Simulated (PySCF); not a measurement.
# Excitation energy of Fe²⁺ by level of theory

Fe²⁺ [Ar] 3d6 (5D) → Fe²⁺ [Ar] 3d5 4s1 (7S), as a difference of total energies. Calculation: PySCF 2.14, in aug-cc-pwCVTZ (10s9p7d4f3g, 127 functions); the non-relativistic Hamiltonian (point nucleus). Correlated levels: valence: [Ar] frozen; valence and next inner shell: [Ne] frozen; nothing frozen. The calculations carry no spin-orbit coupling.

| method | excitation energy (eV) |
| --- | --- |
| UHF | 2.728 |
| LDA | 4.329 |
| PBE | 4.363 |
| PBE0 | 4.205 |
| r2SCAN | 3.956 |
| HSE06 | 4.165 |
| wB97M-V | 4.522 |
| MP2 (valence) | 3.988 |
| MP2 (valence and next inner shell) | 4.107 |
| SCS-MP2 (valence and next inner shell) | 4.392 |
| MP2 (all electrons) | 4.131 |
| SCS-MP2 (all electrons) | 4.399 |

Problem. Estimate what SCS-MP2 (valence) gives.

Solution. 4.524 eV, closest to wB97M-V among the rows shown.

Problem. Estimate what r2SCAN0 gives.

Solution. 3.895 eV, closest to r2SCAN among the rows shown.

A first-order spin-orbit estimate (lowest level to lowest level, LS coupling) adds 0.060 eV.
